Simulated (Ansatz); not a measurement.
# A relaxation, step by step

GeH₆Se (SMILES [GeH4].[SeH2]), closed shell, PBE0-D4/def2-TZVP (Ansatz 0.2.0). Settings:

```yaml
hamiltonian: {xc: pbe0, dispersion: d4}
relax: {f_tol: 0.005, max_steps: 200}
```

Start (the SMILES describes the start alone):

Ge1  (-0.079, -0.083, -1.592)
H2  (1.442, -0.376, -1.579)
H3  (-0.802, -1.107, -0.681)
H4  (-0.613, -0.208, -3.039)
H5  (-0.332, 1.349, -1.062)
Se6  (-0.505, 0.013, 2.394)
H7  (0.021, 0.396, 3.729)
H8  (0.869, 0.015, 1.832)
(Å)

| step | energy less the last (meV) | largest force component (eV/Å) |
| --- | --- | --- |
| 1 | 38.1 | 0.471 |
| 4 | 23.8 | 0.020 |
| 7 | 20.2 | 0.020 |
| 10 | 14.8 | 0.009 |
| 13 | 11.3 | 0.076 |
| 16 | 8.5 | 0.008 |
| 19 | 7.0 | 0.008 |
| 22 | 5.6 | 0.021 |
| 25 | 5.1 | 0.003 |
| 28 | 4.4 | 0.092 |
| 31 | 2.9 | 0.107 |
| 34 | 1.2 | 0.092 |
| 37 | 0.4 | 0.083 |
| 40 | 0.0 | 0.007 |
| 43 | 0.0 | 0.001 |

Step 7, positions (Å) and forces (eV/Å):

```tsv
atom	x	y	z	Fx	Fy	Fz
Ge1	-0.096	-0.040	-1.625	0.014	-0.020	0.002
H2	1.416	-0.284	-1.512	-0.007	0.005	0.008
H3	-0.831	-0.992	-0.671	-0.001	0.003	-0.006
H4	-0.547	-0.315	-3.065	-0.002	-0.003	-0.005
H5	-0.411	1.411	-1.249	-0.008	0.018	0.002
Se6	-0.470	-0.066	2.470	0.002	-0.002	-0.013
H7	0.052	0.497	3.719	0.006	0.006	0.010
H8	0.888	-0.211	1.933	-0.004	-0.007	0.001
```

Step 22, positions (Å) and forces (eV/Å):

```
atom       x       y       z      Fx      Fy      Fz
 Ge1  -0.155   0.008  -1.556  -0.003   0.001   0.000
  H2   1.286  -0.051  -1.032  -0.003   0.001   0.000
  H3  -0.995  -1.075  -0.864   0.004   0.005  -0.005
  H4  -0.151  -0.253  -3.071   0.000   0.002   0.006
  H5  -0.756   1.390  -1.276   0.002  -0.008  -0.001
 Se6  -0.402   0.019   2.416   0.021  -0.015   0.000
  H7   0.459   0.849   3.266  -0.001  -0.001  -0.007
  H8   0.713  -0.888   2.118  -0.021   0.015   0.006
```

Step 37, positions (Å) and forces (eV/Å):

```
atom       x       y       z      Fx      Fy      Fz
 Ge1  -0.159   0.012  -1.463  -0.005  -0.002  -0.008
  H2   1.234  -0.069  -0.823  -0.003   0.000  -0.001
  H3  -0.998  -1.197  -1.029   0.005   0.009  -0.001
  H4  -0.006  -0.004  -2.994  -0.001   0.002   0.011
  H5  -0.851   1.312  -1.036   0.004  -0.009  -0.003
 Se6  -0.422  -0.011   2.510   0.073   0.056   0.000
  H7   0.621   1.027   2.488  -0.065  -0.083  -0.001
  H8   0.581  -1.071   2.348  -0.008   0.026   0.003
```

Last step (43):

```xyz
8
angstrom
Ge -0.1593 0.0132 -1.4606
H 1.2301 -0.0698 -0.8139
H -0.9974 -1.2011 -1.0438
H 0.0023 0.0169 -2.9898
H -0.8569 1.3065 -1.0232
Se -0.4189 -0.0082 2.5253
H 0.6231 1.0186 2.4180
H 0.5772 -1.0761 2.3881
```

The run took about 71 s on 4 CPU threads of an Intel Xeon Platinum 8259CL (shared host).
